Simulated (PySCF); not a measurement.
C₄H₁₄OSi₂, SMILES C[SiH2]O[Si](C)(C)C, GFN2-xTB optimised geometry.

```
21

Si    -0.51     1.11     0.46
C     -1.58     1.95    -0.86
O     -0.28    -0.43     0.00
Si     0.23    -1.98     0.00
C     -0.46    -2.77    -1.58
C     -0.44    -2.83     1.56
C      2.14    -1.98     0.00
H      0.81     1.74     0.57
H     -1.19     1.08     1.76
H     -2.54     1.45    -0.97
H     -1.77     2.98    -0.60
H     -1.09     1.94    -1.83
H     -1.55    -2.73    -1.60
H     -0.11    -2.25    -2.47
H     -0.16    -3.81    -1.67
H     -0.07    -2.35     2.46
H     -0.15    -3.88     1.60
H     -1.53    -2.79     1.59
H      2.53    -1.49     0.89
H      2.54    -2.98    -0.03
H      2.53    -1.44    -0.86
```

Density from PySCF with CAM-B3LYP/def2-SVP at that geometry.

Minimum of the electron density along straight lines between bonded atoms, close to the bond critical point (lines longer than 1.1 times the sum of covalent radii, or with two minima, are not listed):

```
bond    length / Å  ρ at the minimum / e bohr⁻³  ∇²ρ there / e bohr⁻⁵  position (fraction from the first atom)
------  ----------  ---------------------------  --------------------  ---------------------------------------
Si1–C2       1.895                        0.114                  0.32                                     0.38
Si1–O3       1.620                        0.126                  1.09                                     0.42
O3–Si4       1.634                        0.122                  1.04                                     0.59
Si4–C5       1.903                        0.113                  0.32                                     0.38
Si4–C6       1.904                        0.112                  0.32                                     0.38
Si4–C7       1.904                        0.112                  0.32                                     0.38
Si1–H8       1.467                        0.118                  0.33                                     0.49
Si1–H9       1.467                        0.118                  0.33                                     0.49
C2–H10       1.087                        0.272                 -0.98                                     0.63
C2–H11       1.086                        0.272                 -0.98                                     0.63
C2–H12       1.087                        0.272                 -0.98                                     0.63
C5–H13       1.086                        0.272                 -0.98                                     0.63
C5–H14       1.086                        0.272                 -0.98                                     0.63
C5–H15       1.085                        0.272                 -0.98                                     0.62
C6–H16       1.086                        0.272                 -0.98                                     0.63
C6–H17       1.085                        0.272                 -0.97                                     0.62
C6–H18       1.086                        0.272                 -0.98                                     0.63
C7–H19       1.086                        0.272                 -0.98                                     0.63
C7–H20       1.085                        0.272                 -0.97                                     0.62
C7–H21       1.086                        0.272                 -0.98                                     0.63
```
